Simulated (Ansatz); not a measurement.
C$_{2}$H$_{8}$AlFSi, SMILES `C[SiH2][CH2][AlH][F]` from Hartree–Fock to CCSD(T)

```xyz
13

C    -0.385   -0.664    1.716
Si    0.931    0.170    0.678
C     0.176    1.013   -0.813
Al   -0.704   -0.180   -2.053
F     0.127   -0.667   -3.397
H    -0.921   -1.432    1.151
H     0.058   -1.144    2.592
H    -1.121    0.064    2.068
H     1.912   -0.854    0.214
H     1.676    1.147    1.521
H    -0.551    1.748   -0.445
H     0.965    1.556   -1.343
H    -2.163   -0.758   -1.889
```

The species carries charge 0 and has multiplicity 1. The structure was optimised at the PBE0-D4/def2-TZVP level. It is one conformer, not always the lowest. Frozen core, restricted reference, the Gaussian-basis code of Ansatz. CBS rows extrapolate triple and quadruple zeta; past MP2 they add the triple-zeta difference.

```
     basis     HF (Eh)  MP2 corr.  CCSD corr.       (T)  CCSD(T) total
  def2-SVP  -710.47029   -0.64027    -0.69847  -0.01652     -711.18528
def2-TZVPP  -710.87598          ?    -0.86393  -0.02950              ?
def2-QZVPP           ?   -0.87463           –         –              –
 CBS(def2)           ?   -0.92065           ?     as TZ              ?
```

Problem. Fill in the withheld values. (Estimate.)

Solution. Ansatz gave: def2-TZVPP MP2 corr.: -0.81251; def2-TZVPP CCSD(T) total: -711.76941; def2-QZVPP HF (Eh): -710.90124; CBS(def2) HF (Eh): -710.90472; CBS(def2) CCSD corr.: -0.97208; CBS(def2) CCSD(T) total: -711.90630.
